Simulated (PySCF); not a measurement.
W(S)2(Cl)(NH2) (ClH₂NS₂W), SMILES [NH2][W](=[S])(=[S])[Cl], multiplicity 1. Coordinates come from a PBE-D3(BJ)/def2-SVP optimisation. The multiplicity is an assumed one; no other spin state was optimised. The structure was generated by enumeration; whether it is a known compound was not checked. The def2 effective core potentials stand for the cores of W; spin–orbit coupling is left out. One conformer was computed; it need not be the lowest.

The numbers are results of PBE-D3(BJ)/def2-SVP in PySCF 2.14.0, not measurements.

Harmonic wavenumbers (cm⁻¹): 131, 131, 167, 174, 201, 372, 388, 516, 529, 530, 648, 703, 1446, 3456, 3558. Rotational constants (GHz): 1.636, 1.476, 1.160; symmetry number 1.

### Question
Work out the zero-point energy and the ideal-gas rigid-rotor harmonic-oscillator thermochemistry at 298.15 K and 1 atm.

### Answer
ZPE = ½ Σ hcν = ½ × 12949 cm⁻¹ = 77.45 kJ/mol. H − E(el) = 99.61 kJ/mol. Entropy in J/(mol K): translation 179.86, rotation 121.88, vibration 72.92, total 374.65. G − E(el) = -12.09 kJ/mol. Cp = 108.14 J/(mol K). Modes under 150 cm⁻¹ make the vibrational entropy uncertain.
